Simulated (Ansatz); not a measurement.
Isolated molecules relaxed with PBE0-D4/def2-TZVP in Ansatz; ΔE leaves out vibrations. CCSD(T)/CBS is the MP2 limit (def2-TZVPP, def2-QZVPP) plus CCSD(T) − MP2 in def2-TZVPP, frozen cores. Each species was taken in one conformer, which may not be the lowest.

Consider the redistribution: `C[SiH](F)CO` + `C[SiH](F)CF` → `C[SiH](C)CO` + `FC[SiH](F)F`.

| species | CCSD(T)/CBS(def2) energy (Eh) |
| --- | --- |
| `C[SiH](F)CO` | -544.43359 |
| `C[SiH](F)CF` | -568.44952 |
| `C[SiH](C)CO` | -484.44359 |
| `FC[SiH](F)F` | -628.43886 |

Question: Work out ΔE.

Answer: ΔE = (-484.44359) + (-628.43886) − (-544.43359) − (-568.44952) = 0.00066 Eh = +1.7 kJ/mol.

Largest T1 diagnostic among the species: 0.012.

In def2-TZVPP, CCSD(T) changes the Hartree–Fock value by −5.4 kJ/mol (the triples alone add −0.9 kJ/mol) and MP2 by −6.2 kJ/mol.
